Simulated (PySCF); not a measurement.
Start geometry of `ClB(Cl)Cl` from GFN2-xTB (Å):
```
atom  x, y, z in Å
B1     0.0005    0.0004    0.0040
Cl2    1.7222   -0.0275    0.0119
Cl3   -0.8373    1.5056   -0.0185
Cl4   -0.8854   -1.4785    0.0026
```

What comes out of this run: PBE0-D3(BJ)/def2-SVP geometry optimisation, gas phase (PySCF 2.14.0)?

```
atom  x, y, z in Å
B1    -0.0003   -0.0003    0.0000
Cl2    1.7411   -0.0290    0.0143
Cl3   -0.8442    1.5235   -0.0194
Cl4   -0.8966   -1.4942    0.0051
```

The energy falls by 0.39 kcal/mol over 6 energy and gradient evaluations, the largest force component goes from 0.0120 to 9.2e-05 Eh/bohr, and the atoms move by 0.017 Å rms after alignment. Among the bonds, B1–Cl2 and B1–Cl3 change most and about equally (+0.019 to +0.020 Å). Bonds longer at the end by more than 0.005 Å: 3 of 3; shorter: 0. Rotational constants go from 3247, 3245, 1623 to 3178, 3172, 1588 MHz. The orientation of the end geometry is arbitrary; only internal coordinates are fixed.

The run used 68 basis functions and 35 SCF cycles in all.

PBE0-D3(BJ)/def2-SVP frequencies: not computed here.
